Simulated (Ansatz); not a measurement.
The inner images of a band of ClGaH$_{5}$NO (9 atoms, charge 0, multiplicity 1) are given out of order.

Computed with Ansatz 0.2.0, RKS B3LYP-D4/def2-SVP.

Initial state:

```xyz
9
Properties=species:S:1:pos:R:3
Ga 0.022 0.147 0.287
O -0.395 -0.307 2.001
H -0.831 -1.159 2.118
H 1.373 -0.266 -0.384
Cl -1.749 0.347 -1.029
N 0.145 2.158 0.890
H 1.030 2.653 0.770
H -0.596 2.681 0.418
H -0.081 2.104 1.888
```

Final state:

```xyz
9
Properties=species:S:1:pos:R:3
Ga 0.203 0.487 0.005
O -0.217 -0.090 2.022
H -1.132 -0.410 2.091
H 1.466 -0.292 -0.458
Cl -1.773 -0.014 -0.826
N 0.170 2.214 0.764
H 1.031 2.758 0.746
H -0.583 2.816 0.429
H -0.246 0.889 2.186
```

Question: Put them in order from the first end to the last, with their energies above the first end.
A.
```xyz
9
Properties=species:S:1:pos:R:3
Ga 0.074 0.131 0.248
O -0.266 -0.351 1.974
H -1.036 -0.917 2.097
H 1.428 -0.222 -0.445
Cl -1.758 0.223 -0.985
N 0.146 2.146 0.892
H 1.015 2.677 0.819
H -0.614 2.689 0.478
H -0.070 1.980 1.881
```
B.
```xyz
9
Properties=species:S:1:pos:R:3
Ga 0.124 0.209 0.087
O -0.192 -0.148 1.914
H -1.071 -0.466 2.155
H 1.476 -0.255 -0.528
Cl -1.756 0.085 -1.035
N 0.118 2.098 0.921
H 0.976 2.640 1.027
H -0.645 2.717 0.646
H -0.112 1.479 1.773
```
C.
```xyz
9
Properties=species:S:1:pos:R:3
Ga 0.178 0.437 -0.022
O -0.190 -0.041 2.000
H -1.084 -0.360 2.197
H 1.457 -0.307 -0.496
Cl -1.768 0.022 -0.946
N 0.138 2.155 0.815
H 1.000 2.695 0.872
H -0.611 2.777 0.515
H -0.201 0.981 2.026
```
D.
```xyz
9
Properties=species:S:1:pos:R:3
Ga 0.097 0.134 0.172
O -0.209 -0.287 1.935
H -1.080 -0.655 2.124
H 1.454 -0.235 -0.500
Cl -1.760 0.130 -1.013
N 0.135 2.125 0.898
H 0.999 2.666 0.934
H -0.629 2.721 0.573
H -0.088 1.760 1.836
```
E.
```xyz
9
Properties=species:S:1:pos:R:3
Ga 0.153 0.338 0.009
O -0.191 -0.012 1.954
H -1.060 -0.362 2.201
H 1.465 -0.299 -0.522
Cl -1.768 0.053 -1.001
N 0.123 2.103 0.889
H 0.984 2.644 0.975
H -0.626 2.735 0.603
H -0.162 1.160 1.853
```

Answer: A (+1.4 kJ/mol), D (+7.5 kJ/mol), B (+29.6 kJ/mol), E (+72.9 kJ/mol), C (+62.0 kJ/mol).

Run time: 2.7 min on 2 threads of Arm Neoverse V1, on a shared host, peak memory 0.24 GiB.
